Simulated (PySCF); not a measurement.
# Orbital picture of SnAs

PBE0 at R = 2.452 Å; PySCF, scalar-relativistic core potentials, basis sets Sn cc-pVDZ-PP with ECP28, As cc-pVDZ-PP with ECP10. State: ⁴Π (quartet), unpaired electrons π ↑↑↑, a second solution, started from another occupation. Only the outer orbitals are listed, counted within each symmetry, core potentials removing the inner ones.

| spin | orbital | occ. | ε (eV) | on Sn (%) | main shells (%) |
| --- | --- | --- | --- | --- | --- |
| α | 7σ | 1 | -17.66 | 15 | 83 As s, 10 Sn s |
| α | 8σ | 1 | -11.93 | 74 | 74 Sn s, 13 As s, 12 As p |
| α | 5π | 1 | -7.60 | 20 | 80 As p, 19 Sn p |
| α | 5π | 1 | -7.48 | 17 | 82 As p, 15 Sn p |
| α | 9σ | 1 | -6.71 | 47 | 52 As p, 32 Sn p, 14 Sn s |
| α | 6π | 1 | -4.29 | 81 | 81 Sn p, 19 As p |
| α | 6π | 0 | -2.67 | 84 | 84 Sn p, 16 As p |
| α | 10σ | 0 | 0.41 | 81 | 80 Sn p, 26 As p |
| α | 11σ | 0 | 4.33 | 90 | 74 Sn s, 13 Sn p, 11 As d |
| β | 7σ | 1 | -15.72 | 21 | 77 As s, 15 Sn s |
| β | 8σ | 1 | -10.79 | 69 | 69 Sn s, 18 As s, 13 As p |
| β | 9σ | 1 | -6.08 | 48 | 50 As p, 35 Sn p, 13 Sn s |
| β | 5π | 0 | -4.04 | 41 | 58 As p, 40 Sn p |
| β | 5π | 0 | -3.61 | 33 | 66 As p, 32 Sn p |
| β | 6π | 0 | -1.55 | 60 | 60 Sn p, 39 As p |

Task: Which are the highest filled and the lowest empty level, where do they sit, and how wide is the gap?

Result: Highest filled α 6π at -4.29 eV (in %: 81 Sn p, 19 As p); lowest empty β 5π at -4.04 eV (in %: 58 As p, 40 Sn p); the gap at PBE0 is 0.25 eV.

- bond order (Mayer): 1.19
- ⟨S²⟩: 3.757
- charge on Sn (Mulliken, basis-dependent): 0.09
- charge on Sn (Löwdin, basis-dependent): 0.04
- dipole moment (positive dipole means Sn(−)As(+)): -0.02 D

Spin–orbit coupling is left out.
